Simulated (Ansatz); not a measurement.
Computed with Ansatz on PBE0-D4/def2-TZVP structures; ΔE is electronic, products minus reactants. CCSD(T)/CBS adds triple-zeta CCSD(T) − MP2 to the extrapolated MP2 energy (def2 sets, frozen cores). This one scheme is used for every species. DFT in def2-TZVPP. For Ga outer-core shells are correlated without core-valence functions, which leaves a few kJ/mol of doubt a bond. Scalar relativity is left out up to krypton.

`C[BH][GaH2]` + SiH₄ → `[SiH3][BH][GaH2]` + CH₄  (formal exchange of groups at a B–C bond)

```json
{"species": "`C[BH][GaH2]`", "B2PLYP energy (Eh)": "-1990.95618"}
{"species": "SiH₄", "B2PLYP energy (Eh)": "-291.75980"}
{"species": "`[SiH3][BH][GaH2]`", "B2PLYP energy (Eh)": "-2242.22604"}
{"species": "CH₄", "B2PLYP energy (Eh)": "-40.48716"}
```

(1) Work out ΔE.

(2) What do rigid-rotor, harmonic-oscillator terms from PBE0-D4/def2-TZVP frequencies (298.15 K, 1 bar) make of the CCSD(T)/CBS value? (An estimate is asked.)

Largest T1 diagnostic among the species: 0.015.

## Answers

(1) ΔE = (-2242.22604) + (-40.48716) − (-1990.95618) − (-291.75980) = 0.00278 Eh = +0.08 eV. CCSD(T)/CBS gives +0.04 eV.

(2) Ansatz gave: ΔZPE = +0.05 eV, ΔH = +0.10 eV, ΔS = 6 J/(mol·K), ΔG = +0.08 eV.

From BLYP to BHLYP (50 % exact exchange), in def2-TZVPP and without D4, ΔE moves by +0.05 eV. At CCSD(T), def2-SVP lies +0.04 eV from the extrapolated value and def2-TZVPP +0.01 eV. Leaving LDA and LC-ωPBE aside and taking each functional with its dispersion term where it has one, the values, not all of them listed here, spread over 0.12 eV, from PBE-D4 to ωB97M-V. LDA lies +0.04 eV from PBE without D4.
